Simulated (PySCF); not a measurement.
Geometry:
```tsv
atom	x (Å)	y (Å)	z (Å)
Si1	-0.025	0.034	0.303
O2	-0.037	0.083	1.983
H3	0.402	-0.647	2.427
C4	1.743	0.018	-0.332
H5	1.768	0.081	-1.432
H6	2.272	-0.904	-0.042
H7	2.311	0.873	0.068
C8	-0.909	1.588	-0.236
H9	-1.001	1.630	-1.332
H10	-0.363	2.486	0.095
H11	-1.922	1.631	0.194
C12	-0.925	-1.495	-0.313
H13	-1.957	-1.527	0.070
H14	-0.417	-2.420	0.005
H15	-0.972	-1.507	-1.414
```

Relativity neglected, averaged over atoms made equivalent by symmetry, fast rotation or ring inversion, a single conformation, gas phase. GIAO B3LYP/pcSseg-1 shieldings; PBE0-D3(BJ)/def2-SVP structure; PySCF 2.14.

Scale: TMS for ¹³C, ¹H, ²⁹Si; H2O for ¹⁷O (reference shieldings calculated alike).

```csv
atoms,nucleus,count,δ (ppm)
H3,¹H,1,?
H5/H6/H7/H9/H10/H11/H13/H14/H15,¹H,9,0.04
Si1,²⁹Si,1,19.0
C4/C8/C12,¹³C,3,?
O2,¹⁷O,1,48.4
```

Q: Complete the table.

A: 
- C4/C8/C12: 1.0 ppm, carbon bonded to Si, 3 H
- H3: 0.42 ppm, hydrogen on an oxygen bonded to Si

OH and NH positions are those of a molecule without intermolecular hydrogen bonds; in solution they move with solvent, concentration and temperature, and exchange usually removes their couplings. Shifts are as computed. Against solution values, carbons near 30 ppm lie about +2 ppm off and those near 130 ppm about +6 ppm. Of 1211 compounds with measured shifts, 218 miss one by over three times the rms of a fit or turn the order of signals round; such compounds aren't used in these exercises. Experimental scales use liquid or dissolved standards, which lie at an offset from isolated H2O (liquid H2O: subtract about 36 ppm).
